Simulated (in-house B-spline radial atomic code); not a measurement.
**RPA and G0W0 on BHandHLYP: the bismuth ion Bi⁴⁺**

Configuration [Xe] 4f14 5d10 6s1, highest spin, mean-field start BHandHLYP. Computed with an all-electron radial atomic-structure program (B-spline basis): all electrons, scalar-relativistic (spin-free one-electron X2C), finite nucleus, each spin shell either full or empty, empty states to l = 9 with an (l + 1/2)⁻⁴ tail; G0W0 by contour deformation at full frequency.

Without the two-electron picture change, the correlation of inner shells comes somewhat too large for so heavy an element.

RPA overbinds a lone outer s electron by self-correlation, and G0W0 tends to as well.

Command:
```bash
python run_gw.py task.json out
```
Settings (radii: box in bohr, nucleus in fm):
```
Z                        83
electrons                79
configuration            [Xe] 4f14 5d10 6s1
hamiltonian              x2c
method                   bhandhlyp
lmax                     9
rms_radius               5.5211
spin_polarised           True
box_radius               11.96
intervals                67
ion_configuration        [Xe] 4f14 5d10
```

Run time, properties included: 20 s on 1 thread of Arm Neoverse N1 (shared host).

Energies (hartree):

```tsv
term	value
mean-field total	-21531.94993
Hartree-Fock functional on these orbitals	-21526.15425
direct second order	-7.8203
second-order exchange	1.9455
SOSEX correction	1.8463
```

Problem. What is the RPA correlation energy, and what remains with SOSEX?

Solution. RPA gives -6.9703 hartree (-2.4 eV per electron); RPA + SOSEX gives -5.124, and the second-order doubles -5.8747 hartree (no singles). RPA lacks exchange-type terms and so overcorrelates at short range.

Quasi-particle levels (eV):

```tsv
level	occupied	mean field	Σx - vxc	Σc	QP weight	G0W0
6s up	yes	-53.39	-1.22	?	?	?
5d down	yes	-72.00	-3.97	-0.26	0.958	-76.23
5d up	yes	-72.39	-4.11	-0.08	0.923	-76.58
6s down	no	-47.00	4.72	-2.72	0.968	-45.00
```

G0W0 = mean field + (Σx - vxc) + Σc, with Σc (partial-wave tail included) taken at the quasi-particle energy. Only the outer levels were computed. Levels of low weight are left out.

Problem. Where does G0W0 put 6s up?

Solution. At -56.69 eV, with Σc = -2.07 eV and a quasi-particle weight of 0.973. The tabulated removal energy is 54.856 ± 0.025 eV (NIST, measured); the calculation leaves out spin-orbit coupling, Breit and QED terms, and what these don't explain is the method's own error.

Problem. What does it cost to remove one electron (to [Xe] 4f14 5d10) by differences of total energies, each species on its own start (correlation terms add to the Hartree-Fock functional)?

Solution. BHandHLYP 56.06 eV, Hartree-Fock functional 54.24 eV, + RPA 56.45 eV, + RPA + SOSEX 55.83 eV, + second order 56.86 eV. Tabulated: 54.856 ± 0.025 eV (NIST, measured); the calculation leaves out spin-orbit coupling, Breit and QED terms, and what these don't explain is the method's own error.
